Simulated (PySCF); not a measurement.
# TeI: energy against distance

Set-up: basis Te cc-pVTZ-PP with ECP28, I cc-pVTZ-PP with ECP28; scalar-relativistic core potentials; PySCF 2.14. Energies in eV from Te + I in their ground configurations at the same level. State: ²Π (doublet), unpaired electrons π ↑.

All columns are PBE0. A positive dipole means Te(−)I(+).

```
R (Å)  E (eV)  μ (D)  Mulliken charge on Te (basis-dependent)  HOMO (eV)  LUMO (eV)  Mayer bond order  ⟨S²⟩
2.289  -0.913   0.54                                    -0.07      -5.68      -3.82              1.50  0.75
2.396  -1.658   0.28                                    -0.03      -5.85      -3.97              1.43  0.75
2.502  -2.048   0.00                                     0.01      -6.00      -4.11              1.37  0.75
2.582  -2.178  -0.21                                     0.03      -6.12      -4.20              1.33  0.75
2.662  -2.209  -0.43                                     0.05      -6.22      -4.29              1.29  0.75
2.742  -2.166  -0.65                                     0.07      -6.32      -4.37              1.25  0.75
2.848  -2.031  -0.93                                     0.09      -6.44      -4.46              1.21  0.76
2.981  -1.784  -1.26                                     0.11      -6.58      -4.56              1.15  0.76
3.141  -1.434  -1.62                                     0.13      -6.71      -4.65              1.09  0.77
3.354  -0.965  -1.92                                     0.14      -6.82      -4.93              0.94  0.87
```

A fit through these points gives, at Re = 2.651 Å, μ = -0.40 D and dμ/dR = -2.74 D/Å; the reduced mass is 64.19 u.

Task: How strong is the fundamental in the double-harmonic approximation, I = 42.26·(dμ/dR)²/μred km/mol?

Result: I = 42.26·(-2.74)²/64.19 = 4.94 km/mol at PBE0.

⟨S²⟩ of the unrestricted solution departs from its pure value on part of the curve, where spin states mix. These are scalar-relativistic numbers at best; spin–orbit coupling would shift them, the dissociation energy most. The state is the lowest determinant that a PBE0 search found; another state may lie lower at other levels.
